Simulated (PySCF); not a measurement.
PySCF input file for F4Si, SMILES F[Si-](F)(F)F (connectivity only; charge and spin as stated), charge -1, multiplicity 2, B3LYP/pcH-1. Geometry optimised at PBE0-D3(BJ)/def2-SVPD.

```python
import numpy as np
from pyscf import gto, scf, dft
from pyscf.prop.hfc import uks as hfc
from pyscf.prop.gtensor import uks as gtensor

mol = gto.M(
    atom='''
    Si    0.00000000    0.00000000    0.30216883
    F     1.31640929   -0.00000000   -0.72346918
    F    -1.31640929   -0.00000000   -0.72346918
    F     0.00000000    1.70501763    0.48844898
    F     0.00000000   -1.70501764    0.48844898
    ''',
    basis='pcH-1',
    charge=-1,
    spin=1,
    max_memory=1600,
    verbose=3,
)
mf = dft.UKS(mol, xc='b3lyp').density_fit(auxbasis='def2-universal-jkfit')
mf.grids.level = 3
mf.conv_tol = 1e-10
mf.max_cycle = 100
mf.kernel()
fine, coarse = mf.grids, dft.Grids(mol).set(level=1).build(with_non0tab=True)
for _ in range(3):  # follow internal instabilities
    mf.grids = coarse
    mo, _, stable, _ = mf.stability(return_status=True, nroots=4)
    mf.grids = fine
    if stable:
        break
    mf.kernel(mf.make_rdm1(mo, mf.mo_occ))
A = hfc.HFC(mf).make_fcdip(mf.make_rdm1())  # Fermi contact and dipolar terms, MHz
print('atom   A(iso)/MHz   principal dipolar parts/MHz')
for i, a in enumerate(A):
    w = np.linalg.eigvalsh((a + a.T) / 2)
    print(f'{mol.atom_symbol(i):2s}{i + 1:3d} {w.mean():12.2f}', (w - w.mean()).round(2))
gt = gtensor.GTensor(mf)
gt.dia_soc2e, gt.para_soc2e, gt.so_eff_charge = None, None, True
gt.max_cycle_cphf = 60
g = gt.kernel()
```

Output:

```

WARN: HOMO -0.16420982037728 >= LUMO -0.164209820377366

converged SCF energy = -689.133610675711  <S^2> = 0.75124853  2S+1 = 2.0012481
<class 'pyscf.df.df_jk.DFUKS'> wavefunction is stable in the internal stability analysis
atom   A(iso)/MHz   principal dipolar parts/MHz
Si  1     -1348.87 [-89.36  41.29  48.08]
F   2       196.33 [-63.29 -63.18 126.47]
F   3       196.33 [-63.29 -63.18 126.47]
F   4       847.70 [-221.13 -205.98  427.11]
F   5       847.70 [-221.13 -205.98  427.11]
SOC(1e)/OZ [-0.00022111 -0.00313802 -0.00121426]
free electron g 2.00231930436182
g-tensor total [2.00200378 1.99909991 2.00101344]
g-shift (ppt) [-0.31552175 -3.21939301 -1.30585946]
```

The calculation finished and met its thresholds.

Cost: roughly 70 core-seconds.
